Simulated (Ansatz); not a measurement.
`OCB(F)[SiH2]Cl` + H₂ → `OCBF` + `[SiH3]Cl`  (hydrogenolysis of a B–Si bond)

Calculated with Ansatz (gas phase, PBE0-D4/def2-TZVP geometries, no zero-point term in ΔE). CBS: MP2 limit from def2 TZ/QZ plus the TZ coupled-cluster correction, frozen cores. This one scheme is used for every species. DFT in def2-TZVPP. One conformer a species, not always the lowest.

`OCB(F)[SiH2]Cl`:

Z-matrix (Å, degrees):
```
C
B 1 1.565
O 1 1.415 2 115.8
H 1 1.104 2 109.3 3 -127.9
H 1 1.099 2 107.7 3 119.3
Si 2 2.044 1 122.3 3 8.0
F 2 1.326 1 118.2 3 -173.4
H 3 0.962 1 108.8 2 -57.6
Cl 6 2.083 2 105.3 1 48.3
H 6 1.484 2 114.3 1 165.1
H 6 1.484 2 113.2 1 -68.9
```

H₂:

```xyz
2

H    -0.309   -0.166    0.127
H     0.309    0.166   -0.127
```

`OCBF`:

Cartesian coordinates in Å:
```
O -1.324 -0.835 0.153
C -0.385 0.161 0.494
B 0.876 0.282 -0.409
F 1.006 -0.549 -1.436
H -1.000 -1.309 -0.618
H -0.039 0.014 1.531
H -0.877 1.148 0.515
H 1.744 1.087 -0.229
```

`[SiH3]Cl`:

```xyz
5

Si    0.006    0.006    0.128
Cl   -0.090   -0.092   -1.921
H     0.828   -1.125    0.616
H    -1.370   -0.086    0.668
H     0.625    1.296    0.509
```

| level | ΔE (kcal/mol) |
| --- | --- |
| PBE0-D4 | -9.1 |
| r2SCAN | -10.0 |
| MP2/def2-TZVPP | -11.2 |
| SCS-MP2/def2-QZVPP | -12.7 |

Q: What does CCSD(T)/CBS give? (Estimate.)

A: Computed: -10.8 kcal/mol. The listed levels differ from it by 1.7, 0.8, -0.4, -1.9 kcal/mol.

Largest T1 diagnostic among the species: 0.012.

In def2-TZVPP, CCSD(T) changes the Hartree–Fock value by +7.8 kcal/mol (the triples alone add +1.5 kcal/mol) and MP2 by +7.7 kcal/mol. From PBE to PBE0 (25 % exact exchange), in def2-TZVPP and without D4, ΔE moves by −1.7 kcal/mol.
